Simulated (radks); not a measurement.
Species: Ce3.25+. Configuration: [Kr] 4d10 4f(up 1, down 1) 5p6 5s(up 0.75, down 0) (fractional occupations, a model configuration).

Calculated with a radial shooting solver on a logarithmic mesh with Libxc functionals: scalar-relativistic Kohn-Sham, LDA (Slater exchange, Perdew-Wang correlation), spin-polarised, spherical densities, point nucleus.

Energy parts (hartree):
total: -8850.6287
kinetic: 9378.8442
electron-nucleus: -21397.9983
Hartree: 3370.5252
exchange-correlation: -201.9997

Orbitals (lengths in bohr, moments of r in powers of bohr; <r^-3> diverges for s and p1/2; r(max) is where P^2 peaks):
orbital	occ.	eigenvalue (hartree)	<r^-3>	r(max)
1s up	1	-1479.349	-	0.01575
1s down	1	-1479.346	-	0.01575
2s up	1	-237.6486	-	0.08914
2s down	1	-237.6468	-	0.08914
2p up	3	-213.0412	7966	0.07169
2p down	3	-213.0394	7966	0.07169
3s up	1	-51.80659	-	0.2549
3s down	1	-51.80424	-	0.2549
3p up	3	-43.97952	1594	0.2494
3p down	3	-43.97714	1594	0.2494
3d up	5	-32.83515	218.7	0.2050
3d down	5	-32.83291	218.7	0.2050
4s up	1	-11.15767	-	0.5934
4s down	1	-11.15298	-	0.5934
4p up	3	-8.60705	343.2	0.6198
4p down	3	-8.60171	343.4	0.6198
4d up	5	-4.93764	38.37	0.6539
4d down	5	-4.93032	38.43	0.6538
5s up	0.75	-2.44910	-	1.371
5s down	0	-2.42637	-	1.371
5p up	3	-1.79780	53.43	1.538
5p down	3	-1.77745	52.94	1.540
4f up	1	-1.11155	4.115	0.7221
4f down	1	-1.09821	4.146	0.7202

The highest occupied level is 4f down at -29.884 eV. The configuration is held as typed, so some empty levels lie below it. The density falls to 0.001 e/bohr^3 at r = 3.46 bohr. Spin moment in Bohr magnetons: 0.75.
